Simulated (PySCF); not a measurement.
Screening by computed properties: pick the candidate that meets the target.

All species are isolated and taken at one optimised geometry, non-relativistic unless stated; the electronic structure was computed with PySCF and density fitting.

The conformers computed, where there is a choice (atom-mapped SMILES and torsion angles):
- `[CH3:1][P+:2]([CH3:3])([CH3:4])[B-:5]([F:6])([F:7])[F:8]`: C1–P2–B5–F6 57°
- `[SiH3:1][P:2]([SiH3:3])[SiH2:4][O:5][SiH2:6][PH2:7]`: Si1–P2–Si4–O5 83°, P2–Si4–O5–Si6 12°, Si4–O5–Si6–P7 -27°, H–P7–Si6–O5 -169°, H–P7–Si6–O5 96°
- `[N:1]#[C:2]/[CH:3]=[CH:4]/[c:5]1[cH:6][cH:7][cH:8][cH:9][cH:10]1`: C3–C4–C5–C6 0°
- `[CH2:1]=[CH:2][c:3]1[cH:4][cH:5][cH:6][cH:7][c:8]1[C:9]#[N:10]`: C1–C2–C3–C4 11°
- `[CH3:1][O:2][c:3]1[cH:4][c:5]([CH3:6])[cH:7][cH:8][c:9]1[CH3:10]`: C1–O2–C3–C4 -1°

(1) Wanted: smallest rotational constant between 1 GHz and 1.6 GHz (PBE0-D3(BJ)/def2-SVP) and HOMO energy below -9.2 eV (CAM-B3LYP/def2-SVPD), at PBE0-D3(BJ)/def2-SVP geometries. Which candidate meets both?
A. `[SiH3]CBr` (CH5BrSi)
B. `[H][Ge]([H])([H])[CH3]` (CH6Ge)
C. `C[P+](C)(C)[B-](F)(F)F` (C3H9BF3P)
D. `N#C/C=C/C1=CC=CC=C1` (C9H7N)
E. `[SiH3]P([SiH3])[SiH2]O[SiH2]P` (H12OP2Si4)
F. `CB=S` (CH3BS)

(2) Wanted: electronic spatial extent ⟨r²⟩ about the centre of nuclear charge above 1800 bohr² (CAM-B3LYP/def2-SVPD) and lowest triplet excitation (Tamm–Dancoff) below 4.2 eV (TDA CAM-B3LYP/def2-SVPD), at PBE0-D3(BJ)/def2-SVP geometries. Which candidate meets both?
A. `C=CC1=CC=CC=C1C#N` (C9H7N)
B. `[H][Ge]([H])([H])[CH3]` (CH6Ge)
C. `COC1=C(C)C=CC(C)=C1` (C9H12O)
D. `CB=S` (CH3BS)
E. `[SiH3]CBr` (CH5BrSi)
F. `N#C/C=C/c1ccccc1` (C9H7N)
G. `[SiH3]P([SiH3])[SiH2]O[SiH2]P` (H12OP2Si4)

(3) Wanted: vertical ionisation energy above 10 eV (ΔSCF CAM-B3LYP/def2-SVPD) and dipole moment above 2 D (CAM-B3LYP/def2-SVPD), at PBE0-D3(BJ)/def2-SVP geometries. Which candidate meets both?
A. `[SiH3]P([SiH3])[SiH2]O[SiH2]P` (H12OP2Si4)
B. `[SiH3]CBr` (CH5BrSi)
C. `c1(c(C)ccc(c1)C)OC` (C9H12O)
D. `CB=S` (CH3BS)

(4) Wanted: static isotropic polarisability below 70 au (CAM-B3LYP/def2-SVPD) and lowest singlet excitation above 5.6 eV (TDDFT CAM-B3LYP/def2-SVPD), at PBE0-D3(BJ)/def2-SVP geometries. Which candidate meets both?
A. `CB=S` (CH3BS)
B. `N#C/C=C/c1ccccc1` (C9H7N)
C. `C=Cc1ccccc1C#N` (C9H7N)
D. `BrC[SiH3]` (CH5BrSi)
E. `C[P+](C)(C)[B-](F)(F)F` (C3H9BF3P)
F. `[SiH3]P([SiH3])[SiH2]O[SiH2]P` (H12OP2Si4)

## Answers

(1) C. Computed values:
```csv
species,smallest rotational constant,HOMO energy
[SiH3]P([SiH3])[SiH2]O[SiH2]P (H12OP2Si4),0.451 GHz,-8.47 eV
N#C/C=C/C1=CC=CC=C1 (C9H7N),0.542 GHz,-8.30 eV
C[P+](C)(C)[B-](F)(F)F (C3H9BF3P),1.228 GHz,-9.43 eV
[SiH3]CBr (CH5BrSi),1.988 GHz,-9.18 eV
CB=S (CH3BS),4.545 GHz,-9.28 eV
[H][Ge]([H])([H])[CH3] (CH6Ge),8.591 GHz,-10.32 eV
```

(2) F. Computed values:
```csv
species,electronic spatial extent ⟨r²⟩ about the centre of nuclear charge,lowest triplet excitation (Tamm–Dancoff)
[H][Ge]([H])([H])[CH3] (CH6Ge),215 bohr²,7.80 eV
CB=S (CH3BS),293 bohr²,4.58 eV
[SiH3]CBr (CH5BrSi),592 bohr²,5.17 eV
C=CC1=CC=CC=C1C#N (C9H7N),1425 bohr²,3.12 eV
COC1=C(C)C=CC(C)=C1 (C9H12O),1620 bohr²,3.91 eV
N#C/C=C/c1ccccc1 (C9H7N),1925 bohr²,2.83 eV
[SiH3]P([SiH3])[SiH2]O[SiH2]P (H12OP2Si4),2652 bohr²,5.28 eV
```

(3) D. Computed values:
```
                                  species  vertical ionisation energy  dipole moment
              c1(c(C)ccc(c1)C)OC (C9H12O)                     7.91 eV         1.35 D
[SiH3]P([SiH3])[SiH2]O[SiH2]P (H12OP2Si4)                     8.94 eV         0.27 D
                      [SiH3]CBr (CH5BrSi)                    10.27 eV         1.66 D
                             CB=S (CH3BS)                    10.42 eV         2.87 D
```

(4) D. Computed values:
```csv
species,static isotropic polarisability,lowest singlet excitation
CB=S (CH3BS),47.5 au,5.38 eV
BrC[SiH3] (CH5BrSi),63.1 au,5.82 eV
C[P+](C)(C)[B-](F)(F)F (C3H9BF3P),76.9 au,7.56 eV
C=Cc1ccccc1C#N (C9H7N),112.9 au,4.77 eV
N#C/C=C/c1ccccc1 (C9H7N),119.6 au,4.63 eV
[SiH3]P([SiH3])[SiH2]O[SiH2]P (H12OP2Si4),168.0 au,5.95 eV
```
